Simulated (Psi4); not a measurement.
Pair of molecules: NH3 (SMILES N) (first 4 atoms) with N2 (SMILES N#N); geometry from B3LYP-D3(BJ)/def2-TZVP, rigid monomers moved along the line of their centres of mass till N1···N5 is 3.70 Å.
(charge 0, multiplicity 1):
```json
[
 {"atom": "N", "x (Å)": "-0.1599", "y (Å)": "0.1857", "z (Å)": "-0.1659"},
 {"atom": "H", "x (Å)": "-0.3851", "y (Å)": "0.3345", "z (Å)": "-1.1430"},
 {"atom": "H", "x (Å)": "0.7648", "y (Å)": "0.5691", "z (Å)": "-0.0064"},
 {"atom": "H", "x (Å)": "-0.0952", "y (Å)": "-0.8151", "z (Å)": "-0.0187"},
 {"atom": "N", "x (Å)": "0.5089", "y (Å)": "-0.3742", "z (Å)": "3.4293"},
 {"atom": "N", "x (Å)": "-0.1996", "y (Å)": "0.0929", "z (Å)": "4.1144"}
]
```

The numbers are results of SAPT0/jun-cc-pV(D+d)Z run with Psi4 1.11, not measurements.

Problem. Give the four SAPT terms and the total, and say what mostly holds the pair together.

Solution. electrostatics -0.30, exchange 0.19, induction -0.03, dispersion -0.25, total -0.40 kcal/mol; the largest attraction is electrostatics.
